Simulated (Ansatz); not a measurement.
AlI3, SMILES [I][Al]([I])[I].

Geometry optimised at PBE0-D3(BJ)/def2-SVP. The isomer is the one that the SMILES or the coordinates give; other isomers of the formula were not compared. The def2 effective core potentials stand for the cores of I; spin–orbit coupling is left out.

Two levels are set side by side: PBE/def2-SVPD (Ansatz, a quantum-chemistry and plane-wave program) and PBE0/def2-SVPD (Ansatz). Energy differences of separate SCF runs at the same geometry; the states with an electron removed or added have multiplicity 2 and 2. Differences are taken from unrounded values.

| quantity | PBE |
|---|---|
| vertical ionisation energy (eV) | 8.95 |
| vertical electron affinity (eV) | 0.81 |
| vertical singlet–triplet gap (eV) | 3.83 |

Problem. These are the PBE values. What does PBE0 give? (An estimate is asked for; the answer gives what the named calculation found.)

Solution. 
```
quantity                           PBE0  PBE minus PBE0
---------------------------------  ----  --------------
vertical ionisation energy (eV)    9.41           -0.46
vertical electron affinity (eV)    0.71            0.10
vertical singlet–triplet gap (eV)  4.33           -0.50
```
